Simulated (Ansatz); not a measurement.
The same path of FH + H4OSn (8 atoms, charge 0, multiplicity 1) was run twice with different band settings. Lost on the way: Sn1–O2, F7–H8. Made: Sn1–F7, O2–H8.

Computed with Ansatz, RKS PBE0-D4/def2-SVP.

Relaxed end points:

```xyz
8
Properties=species:S:1:pos:R:3
Sn -0.092 0.076 -0.095
O 0.057 -0.120 1.920
H -0.772 -0.013 2.400
H 1.509 0.304 -0.611
H -1.047 1.491 -0.287
H -0.893 -1.291 -0.727
F 1.330 -2.119 1.305
H 0.873 -1.453 1.818
```

```xyz
8
Properties=species:S:1:pos:R:3
Sn 0.311 -0.119 -0.331
O -0.522 -0.352 2.369
H -1.055 -1.144 2.505
H 1.276 -0.215 -1.751
H 0.069 1.494 0.148
H -1.056 -1.128 -0.476
F 1.552 -0.968 0.953
H 0.389 -0.693 2.307
```

Common settings: movable images 5; climbing image yes; optimiser quadratic models (default); start path through a guess of the saddle point; force threshold 0.05 eV/Å; iteration limit 60; end points relaxed.

| run | spring |
| --- | --- |
| 1 | 5.0 eV/Å² |
| 2 | 2.0 to 10.0 eV/Å², energy-weighted |

**Question.** What does each run give, and how far can it be trusted?

**Answer.** Run 1: converged after 29 iterations, highest image 0.273 eV above the first end. A vibrational analysis at the climbing image gives one clearly imaginary mode, 421i cm⁻¹: a first-order saddle point.
Run 2: converged after 16 iterations, highest image 0.273 eV above the first end. Another band between the same ends (5 images) ends at a top of the same energy, where a vibrational analysis finds 1 clearly imaginary mode.
The orbitals stay closed-shell, which can raise the energy where a bond breaks towards radicals; this wasn't checked here.
